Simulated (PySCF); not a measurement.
**Correlation energy of Ca⁺ (calcium, charge +1)**

[Ar] 4s1, 2S determinant. Calculation: PySCF 2.14, in x2c-TZVPPall with one added diffuse shell each of s, p, d type (7s6p4d, 45 functions); the spin-free X2C one-electron Hamiltonian (Gaussian nucleus). Frozen: [Ne]; 9 electrons correlated.

MP2 pair energies summed by pair of shells (mhartree):

| pair | energy | share (%) |
| --- | --- | --- |
| 3p-3p | -135.48 | 77.5 |
| 3s-3p | -17.03 | 9.7 |
| 3p-4s | -14.90 | 8.5 |
| 3s-3s | -6.47 | 3.7 |
| 3s-4s | -0.83 | 0.5 |

Total MP2 correlation energy: -174.71 mhartree.

Same-spin part -51.41 and opposite-spin part -123.30 mhartree; SCS-MP2 scales them by 1/3 and 6/5 to -165.10 mhartree.

This basis was not built for core-valence correlation, so the inner-shell part is incomplete.
